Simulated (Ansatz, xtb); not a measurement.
**Two isomers of C6H3NOSe**

Structure a is `N#Cc1c[se]ccc1=O`, a singlet and structure b is `O=CC#Cc1c[se]cn1`, a singlet. Both are isolated molecules in the gas phase, relaxed with B3LYP-D3(BJ)/def2-SVP.

Problem. Estimate E(b) − E(a) at the level CCSD(T)/def2-SVP + ΔMP2/def2-TZVPP.

Solution. Calculated at CCSD(T)/def2-SVP + ΔMP2/def2-TZVPP: E(b) − E(a) = +31.7 kcal/mol, so structure a lies lower.

Level by level:

```
                             level               geometry  E(b) − E(a) (kcal/mol)  departure from the last row (kcal/mol)  job, with rough time for the two
                          GFN2-xTB               GFN2-xTB                      +8.8                                   −22.9              optimisation, 0.18 s
                         HF/STO-3G               GFN2-xTB                     +38.8                                    +7.1              single point, 0.68 s
                r2SCAN-D4/def2-SVP               GFN2-xTB                     +30.5                                    −1.2                 single point, 5 s
             B3LYP-D3(BJ)/def2-SVP  B3LYP-D3(BJ)/def2-SVP                     +31.6                                    −0.1                optimisation, 52 s
                       HF/def2-SVP  B3LYP-D3(BJ)/def2-SVP                     +36.0                                    +4.3           part of the CCSD(T) run
                      MP2/def2-SVP  B3LYP-D3(BJ)/def2-SVP                     +30.8                                    −0.9           part of the CCSD(T) run
                  CCSD(T)/def2-SVP  B3LYP-D3(BJ)/def2-SVP                     +32.9                                    +1.2                      single point
CCSD(T)/def2-SVP + ΔMP2/def2-TZVPP  B3LYP-D3(BJ)/def2-SVP                     +31.7                                                     single point, 2.8 min
```

As drawn, b has 1 C≡C, 1 C∷C, 2 C∷Se, 2 C∷N in place of 1 C≡N, 1 C–C, 2 C=C, 2 C–Se (∷ is an aromatic bond). Structure a has a 6-membered ring, b a 5-membered ring (with an aromatic ring).

None of the levels shown reverses the order. The largest departure from CCSD(T)/def2-SVP + ΔMP2/def2-TZVPP is that of GFN2-xTB, 22.9 kcal/mol. The last row adds to CCSD(T) the change of the MP2 difference between the two basis sets, here −1.2 kcal/mol.

With thermal terms from frequencies at re-optimised GFN2-xTB minima (ideal gas, soft modes damped towards free rotors, one conformer each, 298.15 K, 1 atm): on the last row, ΔE + ΔZPE = +30.8, ΔH = +31.1, ΔG = +29.9 kcal/mol.

The correlated steps freeze 17 core orbitals; the filled d shell of Se is correlated, in a basis made for valence electrons. Codes used: Ansatz 0.2.0, xtb 6.7.1; the last row on 4 threads of Arm Neoverse V1 on a shared host.
